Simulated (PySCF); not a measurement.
Unknowns

Method: coordinates at the GFN2-xTB level, GIAO PBE0/pcSseg-1 shieldings, in PySCF 2.14.0 with density-fitted response routines (in vacuum, non-relativistic Hamiltonian, fast rotation and ring inversion assumed for equivalent nuclei, a single conformation).

Scale: 1H (σ = 31.72 ppm) and 13C (σ = 186.93 ppm) vs TMS (reference shieldings calculated alike). Where no couplings were computed, multiplicities follow the n + 1 count of equivalent neighbours, and m marks all less simple cases (inequivalent or close neighbours, rings, F or P nearby). Shifts are as computed. Against solution values, carbons near 30 ppm lie about +3 ppm off and those near 130 ppm about +5 ppm. Of 1211 compounds with measured shifts, 218 miss one by over three times the rms of a fit or turn the order of signals round; such compounds aren't used in these exercises. OH and NH positions are gas-phase values without hydrogen bonding to other molecules.

(1) C5H9NOSi. 1H NMR (400 MHz, computed): δ 6.66 (m, 1H), 4.84 (m, 1H), 4.47 (m, 1H), 1.81 (s, 1H), 0.59 (br s, 2H), 0.21 (s, 3H). 13C{1H} NMR (computed): δ 150.8, 99.9, 98.7, 91.5, 1.3. Give a structure.

(2) C5H13NSi. 1H NMR (500 MHz, computed): δ 4.72 (m, 1H), 4.64 (m, 1H), 2.53 (m, 1H), 2.32 (m, 1H), 2.17 (m, 1H), 2.04 (s, 6H), 1.21 (m, 1H), 1.15 (m, 1H). 13C{1H} NMR (computed): δ 61.2, 45.9, 31.4, 1.6. What is it?

Results:

(1) SMILES C#C[Si@@](C)(N)OC=C. Rings plus π bonds: 3 (no ring in the answer). 5 carbon signals for 5 carbons: no two carbons are equivalent. Carbon types of the structure: 1 × C, 2 × CH, 1 × CH2, 1 × CH3, leaving 2 H on heteroatoms. δC 150.8: alkene carbon bearing oxygen; an sp2 carbon further deshielded by the attached heteroatom. δC 99.9: β carbon of an enol-ether or enamine type C=C; the O or N lone pair pushes π density onto this β carbon and shields it. δC 98.7: terminal alkyne carbon; the triple bond shields along its axis, which puts it between sp3 and sp2 carbons. δC 91.5: alkyne carbon; the triple bond shields along its axis, which puts it between sp3 and sp2 carbons.

This is the structure that produced the data.

(2) SMILES CN(C)[C@@H]1CC[SiH2]1. Rings plus π bonds: 1 (1 ring in the answer). 4 carbon signals for 5 carbons: some carbons are equivalent by symmetry or fast rotation. Carbon types of the structure: 1 × CH, 2 × CH2, 2 × CH3, leaving 2 H on heteroatoms. δC 61.2: sp3 CH bonded to N and Si; pulled downfield by the heteroatom. δC 45.9: methyl carbon bonded to N; pulled downfield by the heteroatom. δC 31.4: sp3 CH2 in a ring; aliphatic region, no heteroatom directly attached. δC 1.6: sp3 CH2 bonded to Si; an electropositive neighbour leaves it electron-rich and shielded.

This is the structure that produced the data.
